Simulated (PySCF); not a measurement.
# Steps of a relaxation of Pb2OF2

Pb2OF2 (singlet; a saddle point, relaxed within its symmetry). PySCF 2.14.0, RKS BP86, Pb def2-SVP with ECP60, O def2-SVP, F def2-SVP; non-relativistic Hamiltonian with scalar-relativistic core potentials where named; density fitting; no spin-orbit coupling. Origin of the start: template. Columns: position (Å) and force (eV/Å). Energies are counted from the last step; some of the 6 steps are shown. Forces carry noise of the integration grid, about 0.01 to 0.03 eV/Å.

Run from Python with OMP_NUM_THREADS=2. Where DIIS fails, smearing, a level shift and second-order steps follow.
It took 26 s on 2 threads of Arm Neoverse N1 (shared host), from the converged density of the start.

```xyz
5
step 0  E = 0.526 eV
Pb    0.0000    0.0000    2.0898     0.00    0.00    0.24
Pb    0.0000    0.0000   -2.0898     0.00    0.00   -0.24
O     0.0000    0.0000    0.0000     0.00    0.00    0.00
F     0.0000    0.0000    4.1624     0.00    0.00    2.25
F     0.0000    0.0000   -4.1624     0.00    0.00   -2.25
```

```xyz
5
step 2  E = 0.004 eV
Pb    0.0000    0.0000    2.2002     0.00    0.00    0.23
Pb    0.0000    0.0000   -2.2002     0.00    0.00   -0.23
O     0.0000    0.0000    0.0000     0.00    0.00    0.00
F     0.0000    0.0000    4.3871     0.00    0.00    0.02
F     0.0000    0.0000   -4.3871     0.00    0.00   -0.02
```

```xyz
5
step 3  E = 0.000 eV
Pb    0.0000    0.0000    2.2158     0.00    0.00    0.06
Pb    0.0000    0.0000   -2.2158     0.00    0.00   -0.06
O     0.0000    0.0000    0.0000     0.00    0.00    0.00
F     0.0000    0.0000    4.4036     0.00    0.00   -0.02
F     0.0000    0.0000   -4.4036     0.00    0.00    0.02
```

**Question.** Where does the relaxation end?

**Answer.** It converges at step 5 in D∞h:
```xyz
5
step 5  E = 0
Pb    0.0000    0.0000    2.2188
Pb    0.0000    0.0000   -2.2188
O     0.0000    0.0000    0.0000
F     0.0000    0.0000    4.4047
F     0.0000    0.0000   -4.4047
```

**Question.** How did the contacts change?

**Answer.** 
| contact | start (Å) | end (Å) |
| --- | --- | --- |
| Pb1–O3 (O) | 2.090 | 2.219 |
| Pb1–F4 (F) | 2.073 | 2.186 |
| Pb2–F5 (F) | 2.073 | 2.186 |
